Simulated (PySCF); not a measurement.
## Fe (iron, neutral) across methods

[Ar] 3d5 4s2 5s1, high-spin 7S determinant (an excited configuration). Calculation: PySCF 2.14, in aug-cc-pVDZ-DK; the spin-free X2C one-electron Hamiltonian (Gaussian nucleus).

| method | E (hartree) | mean ε 4s α (eV) | mean ε 4s β (eV) | mean ε 5s α (eV) | Σ⟨r²⟩ (bohr²) | ⟨S²⟩ |
| --- | --- | --- | --- | --- | --- | --- |
| BHandHLYP | -1272.299 | -12.199 | -11.210 | -2.081 | 97.99 | 12.004 |
| r2SCAN | -1272.265 | -10.825 | -9.637 | -1.731 | 95.84 | 12.011 |
| M06 | -1272.296 | -11.768 | -10.716 | -1.815 | 97.96 | 12.002 |
| LDA | -1269.736 | -10.888 | -9.694 | -1.729 | 93.94 | 12.003 |
| HSE06 | -1272.103 | -11.224 | -9.934 | -1.773 | 97.27 | 12.004 |
| UHF | -1271.12048 | -13.438 | -11.910 | -2.536 | 103.4 | 12.007 |
| r2SCANh | -1272.260 | -11.151 | -9.950 | -1.832 | 95.93 | 12.010 |
| PBE0 | -1272.085 | -11.542 | -10.304 | -2.031 | 97.58 | 12.004 |
| PBE | -1272.051 | -10.674 | -9.456 | -1.757 | 96.01 | 12.004 |

The outer electron is Rydberg-like, and this basis confines it to a smaller radius and binds it less than a complete one would.
